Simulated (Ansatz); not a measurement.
Cl2H2SeSn, SMILES `[Cl][SnH]([Cl])[SeH]`. The species carries charge 0 and has multiplicity 1. Sn takes the def2 core potential.

Cartesian coordinates in Å:
```
Cl 0.5712 -2.1927 0.6843
Sn -0.4422 -0.1634 0.2067
Cl -1.2779 0.6719 2.1938
Se 1.2712 1.5031 -0.5344
H -1.7291 -0.4837 -0.8547
H 1.6068 0.6648 -1.6957
```

Question: What are the harmonic wavenumbers in cm⁻¹ at PBE0-D4/def2-TZVP (Ansatz, finite differences of forces, unscaled)? (Best estimate.)

Answer: Ansatz gave: 65, 85, 110, 124, 254, 374, 383, 538, 567, 642, 1970, 2434.

Question: Is this a minimum?

Answer: Yes, all 12 modes are real.

Question: Give the ideal-gas thermochemistry at 298.15 K and 1 bar (rigid rotor, harmonic oscillator; point group C1, symmetry number 1).

Answer: Zero-point energy 45.1 kJ/mol; H(298) − E = 67.2 kJ/mol; entropy 386.7 J/(mol·K), of which translation 178.7, rotation 125.7, vibration 82.3; G(298) − E = -48.1 kJ/mol. Modes under 100 cm⁻¹ are hindered rotations or soft bends, so the harmonic entropy is rough.

Question: Rotational constants (cm⁻¹)?

Answer: 0.05669, 0.03173, 0.02313.
